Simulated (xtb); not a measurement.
A run for xtb: GFN2-xTB on CH5BOSe (SMILES COB[SeH]), a point of a torsion scan.

```
$ xtb mol.xyz --gfn 2 --opt vtight --chrg 0 --uhf 0 --input xcontrol
9

C     -1.08347744    -0.64858540    -0.07902999
O     -0.25594517     0.00666027    -0.98581397
B      0.50402917     1.08706897    -0.34221308
Se     2.51604707     0.91605901    -0.42460758
H     -0.64520086    -1.61477643     0.27275238
H     -2.03286550    -0.93344685    -0.57867332
H     -1.24943962    -0.04260353     0.84179440
H     -0.03246564     1.60293003     0.58771379
H      2.88689789     0.76201990    -1.91522723
$constrain
  force constant=1.0
  dihedral: 1,2,3,4,120.0
$end
```

The log:

```
[...]
           -------------------------------------------------
          |                Calculation Setup                |
           -------------------------------------------------



           -------------------------------------------------
          |                 G F N 2 - x T B                 |
           -------------------------------------------------

        Reference                      10.1021/acs.jctc.8b01176
      * Hamiltonian:
        H0-scaling (s, p, d)           1.850000    2.230000    2.230000
        zeta-weighting                 0.500000
      * Dispersion:
        s8                             2.700000
        a1                             0.520000
        a2                             5.000000
        s9                             5.000000
      * Repulsion:
        kExp                           1.500000    1.000000
        rExp                           1.000000
      * Coulomb:
        alpha                          2.000000
        third order                    shell-resolved
        anisotropic                    true
        a3                             3.000000
        a5                             4.000000
        cn-shift                       1.200000
        cn-exp                         4.000000
        max-rad                        5.000000


          ...................................................
          :                      SETUP                      :
          :.................................................:
          :  # basis functions                  27          :
          :  # atomic orbitals                  26          :
          :  # shells                           14          :
          :  # electrons                        24          :
          :  max. iterations                   250          :
          :  Hamiltonian                  GFN2-xTB          :
          :  restarted?                      false          :
          :  GBSA solvation                  false          :
          :  PC potential                    false          :
          :  electronic temp.          300.0000000     K    :
          :  accuracy                    1.0000000          :
          :  -> integral cutoff          0.2500000E+02      :
          :  -> integral neglect         0.1000000E-07      :
          :  -> SCF convergence          0.1000000E-05 Eh   :
          :  -> wf. convergence          0.1000000E-03 e    :
          :  Broyden damping             0.4000000          :
          :  net charge                          0          :
          :  unpaired electrons                  0          :
          ...................................................

 iter      E             dE          RMSdq      gap      omega  full diag
   1    -12.9607967 -0.129608E+02  0.867E+00    4.41       0.0  T
   2    -13.0671385 -0.106342E+00  0.743E+00    1.41       1.0  T
   3    -13.2162672 -0.149129E+00  0.401E+00    3.17       1.0  T
   4    -13.2245466 -0.827943E-02  0.271E+00    2.22       1.0  T
   5    -13.2437680 -0.192213E-01  0.702E-01    2.80       1.0  T
   6    -13.2461158 -0.234787E-02  0.192E-01    2.67       1.0  T
   7    -13.2461223 -0.648078E-05  0.457E-02    2.67       1.0  T
   8    -13.2461129  0.942906E-05  0.697E-02    2.65       1.0  T
   9    -13.2461307 -0.178327E-04  0.131E-02    2.67       2.5  T
  10    -13.2461308 -0.485172E-07  0.534E-03    2.66       6.2  T
  11    -13.2461309 -0.121271E-06  0.200E-03    2.67      16.7  T
  12    -13.2461309 -0.316466E-08  0.861E-04    2.66      38.7  T
  13    -13.2461309 -0.197765E-08  0.412E-04    2.66      80.8  T

   *** convergence criteria satisfied after 13 iterations ***

         #    Occupation            Energy/Eh            Energy/eV
      -------------------------------------------------------------
         1        2.0000           -0.7416012             -20.1800
       ...           ...                  ...                  ...
         6        2.0000           -0.5448948             -14.8273
         7        2.0000           -0.5026504             -13.6778
         8        2.0000           -0.4699336             -12.7875
         9        2.0000           -0.4657399             -12.6734
        10        2.0000           -0.4464494             -12.1485
        11        2.0000           -0.4216009             -11.4723
        12        2.0000           -0.3828843             -10.4188 (HOMO)
        13                         -0.2849544              -7.7540 (LUMO)
        14                         -0.1976840              -5.3793
        15                         -0.1188968              -3.2353
        16                         -0.0161819              -0.4403
        17                          0.0033443               0.0910
       ...                                ...                  ...
        26                          0.7568352              20.5945
      -------------------------------------------------------------
                  HL-Ga
[...]

 molecular gradient             ...        0 min,  0.002 sec ( 49.305%)
 printout                       ...        0 min,  0.000 sec (  3.610%)

         :::::::::::::::::::::::::::::::::::::::::::::::::::::
         ::                     SUMMARY                     ::
         :::::::::::::::::::::::::::::::::::::::::::::::::::::
         :: total energy             -13.204220047081 Eh    ::
         :: gradient norm              0.000064890744 Eh/a0 ::
         :: HOMO-LUMO gap              4.035622307589 eV    ::
         ::.................................................::
         :: SCC energy               -13.302700254790 Eh    ::
         :: -> isotropic ES            0.045209503682 Eh    ::
         :: -> anisotropic ES         -0.001158702141 Eh    ::
         :: -> anisotropic XC          0.000928541669 Eh    ::
         :: -> dispersion             -0.004269006660 Eh    ::
         :: repulsion energy           0.098271063066 Eh    ::
         :: add. restraining           0.000209144642 Eh    ::
         :: total charge               0.000000000000 e     ::
         :::::::::::::::::::::::::::::::::::::::::::::::::::::

           -------------------------------------------------
          |                Property Printout                |
           -------------------------------------------------

    * Orbital Energies and Occupations

         #    Occupation            Energy/Eh            Energy/eV
      -------------------------------------------------------------
         1        2.0000           -0.7384580             -20.0945
         2        2.0000           -0.7170407             -19.5117
         3        2.0000           -0.6509214             -17.7125
         4        2.0000           -0.5825894             -15.8531
         5        2.0000           -0.5613474             -15.2750
         6        2.0000           -0.5588085             -15.2060
         7        2.0000           -0.5076461             -13.8138
         8        2.0000           -0.4726982             -12.8628
         9        2.0000           -0.4710298             -12.8174
        10        2.0000           -0.4512139             -12.2782
        11        2.0000           -0.4074664             -11.0877
        12        2.0000           -0.3850576             -10.4780 (HOMO)
        13                         -0.2367512              -6.4423 (LUMO)
        14                         -0.1864623              -5.0739
        15                         -0.0591792              -1.6103
        16                         -0.0106151              -0.2889
        17                          0.0208272               0.5667
        18                          0.0758250               2.0633
        19                          0.1090886               2.9685
        20                          0.1212557               3.2995
        21                          0.1703651               4.6359
        22                          0.1834644               4.9923
        23                          0.3111951               8.4680
       ...                                ...                  ...
        26                          0.9851539              26.8074
      -------------------------------------------------------------
                  HL-Gap            0.1483064 Eh            4.0356 eV
             Fermi-level           -0.3109044 Eh           -8.4601 eV

     #   Z          covCN         q      C6AA      α(0)
     1   6 C        3.631     0.043    20.237     6.476
     2   8 O        1.649    -0.327    19.487     5.959
     3   5 B        2.632     0.391    16.153     6.788
     4  34 Se       1.835    -0.311   246.348    27.350
     5   1 H        0.924     0.054     2.277     2.360
     6   1 H        0.924     0.063     2.166     2.301
     7   1 H        0.924     0.041     2.437     2.441
     8   1 H        0.936    -0.116     6.167     3.883
     9   1 H        0.925     0.162     1.314     1.792

 Mol. C6AA /au·bohr⁶  :       1342.657267
 Mol. C8AA /au·bohr⁸  :      52597.939514
 Mol. α(0) /au        :         59.350545


Wiberg/Mayer (AO) data.
largest (>0.10) Wiberg bond orders for each atom

 ---------------------------------------------------------------------------
     #   Z sym  total        # sym  WBO       # sym  WBO       # sym  WBO
 ---------------------------------------------------------------------------
     1   6 C    3.934 --     6 H    0.980     7 H    0.979     5 H    0.975
                             2 O    0.961
     2   8 O    2.314 --     3 B    1.255     1 C    0.961
     3   5 B    3.358 --     2 O    1.255     4 Se   1.095     8 H    0.956
     4  34 Se   2.131 --     3 B    1.095     9 H    0.956
     5   1 H    0.997 --     1 C    0.975
     6   1 H    0.996 --     1 C    0.980
     7   1 H    0.998 --     1 C    0.979
     8   1 H    0.986 --     3 B    0.956
     9   1 H    0.974 --     4 Se   0.956
 ---------------------------------------------------------------------------

Topologies differ in total number of bonds
Writing topology from bond orders to xtbtopo.mol

molecular dipole:
                 x           y           z       tot (Debye)
 q only:       -0.647      -0.739      -0.000
   full:       -1.316      -0.805       0.133       3.937
molecular quadrupole (traceless):
                xx          xy          yy          xz          yz          zz
 q only:       -1.889      -2.188       0.240      -0.924       0.464       1.649
  q+dip:       -7.547      -5.600       2.697       1.488       1.889       4.850
   full:       -7.237      -5.339       2.840       1.225       1.381       4.397

           -------------------------------------------------
          |                Geometry Summary                 |
           -------------------------------------------------

      molecular mass/u    :      122.8202612
   center of mass at/Å    :        1.4487372       0.8623408      -0.5693423
  moments of inertia/u·Å² :        0.2110620E+02   0.2783333E+03   0.2877156E+03
rotational constants/cm⁻¹ :        0.7987054E+00   0.6056634E-01   0.5859129E-01

 * 8 selected distances

     #   Z          #   Z                                           value/Å
     1   6 C        2   8 O                                       1.4025048
     2   8 O        3   5 B                                       1.3303078
     3   5 B        4  34 Se                                      1.9307590 (max)
     1   6 C        5   1 H                                       1.0930619
     1   6 C        6   1 H                                       1.0911308 (min)
     1   6 C        7   1 H                                       1.0951543
     3   5 B        8   1 H                                       1.1789087
     4  34 Se       9   1 H                                       1.4378321

 * 6 distinct bonds (by element types)

   Z      Z             #   av. dist./Å        max./Å        min./Å
   1 H    5 B           1     1.1789087     1.1789087     1.1789087
   1 H    6 C           3     1.0931157     1.0951543     1.0911308
   5 B    8 O           1     1.3303078     1.3303078     1.3303078
   6 C    8 O           1     1.4025048     1.4025048     1.4025048
Note: The following floating-point exceptions are signalling: IEEE_UNDERFLOW_FLAG IEEE_DENORMAL
normal termination of xtb
   1 H   34 Se          1     1.4378321     1.4378321     1.4378321
   5 B   34 Se          1     1.9307590     1.9307590     1.9307590


optimized geometry written to: xtbopt.xyz


           -------------------------------------------------
          | TOTAL ENERGY              -13.204220047081 Eh   |
          | GRADIENT NORM               0.000064890744 Eh/α |
          | HOMO-LUMO GAP               4.035622307589 eV   |
           -------------------------------------------------

------------------------------------------------------------------------
------------------------------------------------------------------------
 total:
 SCF:
 ANC optimizer:
```

The run finished.

Warnings raised: the energy holds the restraint's term.

Cost: roughly 0.15 core-seconds.
